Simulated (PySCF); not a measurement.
TiClO, SMILES [O]=[Ti+][Cl], charge +1, multiplicity 1. The structure is a stationary point at PBE-D3(BJ)/def2-TZVP. The spin state was assumed, not searched. The isomer is the one that the SMILES or the coordinates give; other isomers of the formula were not compared.

Level of theory: PBE-D3(BJ)/def2-TZVP in PySCF.

Harmonic wavenumbers (cm⁻¹): 237, 506, 1096. Rotational constants (GHz): 22.75, 3.959, 3.372; symmetry number 1.

Question: Work out the zero-point energy and the ideal-gas rigid-rotor harmonic-oscillator thermochemistry at 298.15 K and 1 atm.

Answer: ZPE = ½ Σ hcν = ½ × 1839 cm⁻¹ = 2.63 kcal/mol. H − E(el) = 5.47 kcal/mol. Entropy in cal/(mol K): translation 39.70, rotation 24.47, vibration 2.53, total 66.70. G − E(el) = -14.42 kcal/mol. Cp = 11.25 cal/(mol K).
